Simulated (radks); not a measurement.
The numbers below are computed, except where a source is named.
Spin polarisation of the 5d1 shell in neutral lanthanum. Start: [Xe] 5d(up 0.5, down 0.5) 6s2; electrons of 5d are moved from spin down to spin up, other shells keep equal spins. Level of theory: scalar-relativistic Kohn-Sham, PBEsol, spin-polarised, spherical densities, finite nucleus; Fermi nuclear charge, rms radius of each element as measured or else 0.836 A^(1/3) + 0.57 fm (a radial shooting solver on a logarithmic mesh with Libxc functionals).

moment (Bohr magnetons)	E - E(0) (eV)	e(5d up) (eV)	e(5d down) (eV)	6s down minus up (eV)
0	0.000	-3.103	-3.103	0.000
0.25	-0.008	-3.164	-3.039	0.082
0.5	-0.031	-3.221	-2.971	0.164
0.75	-0.070	-3.274	-2.900	0.246
1	-0.125	-3.324	-2.825	0.329

At moment 1 the spin-polarisation energy is -0.125 eV and the 5d exchange splitting 0.499 eV, that is 0.499 eV per Bohr magneton; E = -I m^2/4 would give I = 0.499 eV.
